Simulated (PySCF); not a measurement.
## Two-component Hartree-Fock for Pt⁻ (platinum, charge -1)

Start: [Xe] 4f14 5d9 6s2; 5d3/2 filled at m_j = -3/2, -1/2, +1/2, +3/2; 5d5/2 filled at m_j = -3/2, -1/2, +1/2, +3/2, +5/2. Calculated with PySCF 2.14 in x2c-TZVPall-2c with one added diffuse shell each of s, p, d type (12s12p11d2f, 117 functions): generalised Hartree-Fock with the X2C-1e Hamiltonian and a Gaussian nucleus; one run each with spin-orbit coupling (SO) switched off, then screened by Boettger's factors.

```
spinor shell  electrons  ε, spin-free (eV)  ε, screened SO (eV)  weight of nominal j (screened SO)  rms radius, screened SO (bohr)
       1s1/2          2           -78825.6             -78796.6                              1.000                          0.0194
       2s1/2          2           -13992.8             -13983.6                              1.000                          0.0782
       2p1/2          2           -12136.2             -13379.2                              1.000                          0.0663
       2p3/2          4           -12136.2             -11644.6                              1.000                          0.0741
       3s1/2          2            -3349.4              -3346.4                              1.000                           0.200
       3p1/2          2            -2800.0              -3075.9                              1.000                           0.191
       3p3/2          4            -2800.0              -2688.7                              1.000                           0.207
       3d3/2          4            -2195.2              -2243.5                              1.000                           0.182
       3d5/2          6            -2195.2              -2160.5                              1.000                           0.186
       4s1/2          2            -750.71              -749.73                              1.000                           0.441
       4p1/2          2            -567.42              -633.85                              1.000                           0.447
       4p3/2          4            -567.42              -540.38                              1.000                           0.480
       4d3/2          4            -339.94              -350.31                              1.000                           0.496
       4d5/2          6            -339.94              -332.26                              1.000                           0.507
       5s1/2          2            -113.77              -113.61                              1.000                            1.03
       4f5/2          6            -85.202              -86.761                              0.999                           0.564
       5p1/2          2            -63.255              -74.909                              0.998                            1.12
       5p3/2          4            -63.255              -58.497                              0.999                            1.22
       5d3/2          4             -5.043               -6.150                              0.962                            1.79
       5d5/2          5             -5.043               -4.248                              0.966                            1.93
       6s1/2          2             -1.150               -1.161                              0.989                            4.36
```

Q: Where does 4f7/2 lie, and what is the 4f spin-orbit splitting (screened SO)?

A: At -83.254 eV, 3.506 eV above 4f5/2.

| quantity | spin-free | screened SO |
| --- | --- | --- |
| E (hartree) | -18399.62401 | -18426.65978 |
| M_J | 5/2 | 5/2 |
| ⟨J²⟩ | 8.792 | 8.798 |
| ⟨L²⟩ | 6.019 | 6.193 |
| ⟨S²⟩ | 0.773 | 0.948 |

Each row is a mean over spinors that exchange with the open shell spreads, by up to 4.095 eV (5p3/2).

Breit and QED terms are absent; they matter most for the inner s and p1/2 levels.

Densities and radii are taken from the X2C orbitals without a picture-change correction, which distorts them close to the nucleus.

Without spin-orbit coupling the j labels of p, d and f shells carry no meaning; the spin-free column gives the mean over the occupied spinors of each nl shell.
